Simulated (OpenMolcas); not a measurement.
Cr2+ with its 8 nearest fluoride ions at 2.284 Å, on the Ca site of CaF2 (a = 5.46294 Å, distance in the model lattice 2.366 Å). The rest of the host is ab initio model potentials to 7.6 Å and point charges beyond; the distance is set by hand and nothing relaxes. Ligand basis ANO-RCC-VDZP.

```
Program             : OpenMolcas 26.06
Method              : CASSCF
Basis               : ANO-RCC-VDZP [5s4p2d1f]
Scalar Hamiltonian  : DKH2, point nucleus
Active space        : 4 electrons in 5 orbitals (3d)
State averaging     : 2S+1 = 5 even, 5 roots; 2S+1 = 3 even, 45 roots; 2S+1 = 1 even, 50 roots
Spin-orbit coupling : RASSI with atomic mean-field integrals over the reference wave functions
```

**Question.** What is the spin-free ground state (labels of O, the rotations of Oh)?

**Answer.** 5T2, 3-fold in its orbital part, 100 % from free-ion D terms; it has the highest spin that d4 allows.

**Question.** Where is the first state of the same spin?

**Answer.** 5E at 4570 cm-1 above the ground state.

**Question.** What are the lowest two levels with spin-orbit coupling?

**Answer.** A 1-fold level A1, then a 3-fold level T1 13.6 cm-1 above it. Their leading multiplicities are 5 (100 %) and 5 (100 %).

**Question.** What is χT at 300 K, and how does it compare with the textbook value?

**Answer.** The lowest level has 2S+1 = 5, for which the spin-only value is χT = S(S+1) / 2 = 3.000 cm3 K/mol (g = 2). The computed 2.617 at 300 K differs by -0.383, through orbital momentum, spin-orbit coupling and any other state in reach. With a threefold ground state the orbital momentum is unquenched, so the spin-only value is not expected to hold.

An orbital triplet at a regular site is open to Jahn-Teller coupling, which can distort the site and quench the lowest spin-orbit gaps and is left out. Without dynamic correlation the repulsion within the d shell is too large (B by tens of per cent), so at a given field states of lower spin stand too high. Ligand-to-metal charge-transfer states are missing. With no ligand orbital active B as a rule stays too high, so bands that hang on it stand too high and its fall with covalency is understated. With metal d orbitals alone and no dynamic correlation 10Dq can be off by a tenth to a fifth, either way, in oxide and fluoride hosts. No measured value stands beside these numbers; the geometry was set by hand and not optimised.
